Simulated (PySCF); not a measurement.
B3LYP has the VWN-RPA correlation part, as in Gaussian. Excitations are Tamm–Dancoff values on a coarser integration grid. The basis has no diffuse functions, so Rydberg states are missing or too high.

Cartesian coordinates (Å):
SMILES: O[SiH2]O
```xyz
7

O     -1.2757    -0.5115     0.4639
Si    -0.0458     0.4186    -0.1002
O      1.3745    -0.3919    -0.2477
H     -1.5823    -1.2295    -0.0918
H      0.0552     1.5132     0.8925
H     -0.3199     0.9064    -1.4716
H      1.7940    -0.7054     0.5549
```
Charge 0, multiplicity 1.

### Question
What is the computed HOMO–LUMO gap, T1 excitation (TDA) and HOMO (B3LYP-D3(BJ)/def2-TZVP // PBE0-D4/def2-TZVP (PySCF 2.14.0))?

### Answer

```yaml
HOMO–LUMO gap: 8.86 eV
T1 excitation (TDA): 7.36 eV
HOMO: -8.68 eV
```
